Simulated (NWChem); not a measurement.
C₂H₅O₂, doublet; SMILES OCC[O]

```xyz
9

O      0.6071     1.4559    -0.1947
C     -0.4541     0.8043     0.2999
C     -0.4947    -0.6338    -0.3046
O      0.5648    -1.4421     0.0656
H     -0.4238     0.6818     1.4078
H     -1.4263     1.2653     0.0137
H     -0.4740    -0.5433    -1.4006
H     -1.4816    -1.0471    -0.0146
H      0.5323    -1.5841     1.0176
```
Atoms are numbered in this order, from 1.

Level: PBE0/def2-SVP, spin-unrestricted (NWChem), optimised geometry, unscaled harmonic frequencies. 

### Question
List the harmonic frequencies with IR intensities, and the thermochemistry.

### Answer
| frequency (cm⁻¹) | IR intensity (km/mol) |
|---|---|
| 165 | 9.5 |
| 303 | 12.6 |
| 334 | 108.0 |
| 502 | 32.5 |
| 626 | 80.2 |
| 872 | 9.4 |
| 931 | 25.6 |
| 1071 | 244.6 |
| 1141 | 7.9 |
| 1203 | 35.0 |
| 1265 | 3.4 |
| 1288 | 10.2 |
| 1374 | 6.1 |
| 1395 | 43.1 |
| 1479 | 11.5 |
| 1518 | 2.1 |
| 2927 | 44.1 |
| 2985 | 57.6 |
| 3015 | 61.8 |
| 3145 | 14.5 |
| 3879 | 40.7 |

* **zero-point energy**: 44.9 kcal/mol
* **thermal correction to the enthalpy at 298.15 K (with zero-point energy)**: 48.5 kcal/mol
* **heat capacity Cv**: 15.8 cal/(mol K)
* **entropy at 298.15 K and 1 atm (symmetry number 1, electronic part: spin degeneracy alone)**: 70.4 cal/(mol K)
* **dipole moment**: 3.08 D

Rigid rotor and harmonic oscillator.
